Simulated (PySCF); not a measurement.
C₃H₅BO₂, SMILES CC#CB(O)O.

Coordinates come from a PBE-D3(BJ)/def2-SVP optimisation. Other conformers were not sampled.

Two levels are set side by side: PBE/def2-TZVP (PySCF) and M06-2X/def2-TZVP (PySCF). Same geometry, gas phase. Differences are taken from unrounded values.

| quantity | M06-2X | PBE | PBE minus M06-2X |
|---|---|---|---|
| orbital gap (eV) | 9.50 | 5.18 | -4.33 |
| highest occupied level (eV) | -8.92 | -6.41 | 2.51 |
| lowest empty level (eV) | 0.58 | -1.23 | -1.81 |
| dipole moment (D) | 2.14 | 2.04 | -0.11 |
| mean polarisability (bohr³) | 55.9 | 59.9 | 3.9 |

Without exact exchange PBE keeps part of each electron's self-repulsion, which lifts occupied levels and narrows the gap. Loosely held outer electrons make PBE densities more polarisable. Differences between two approximate levels are no errors against the true value.

Rough cost on one machine, each run with all the roots and properties that it gave: M06-2X against PBE about 4 times.
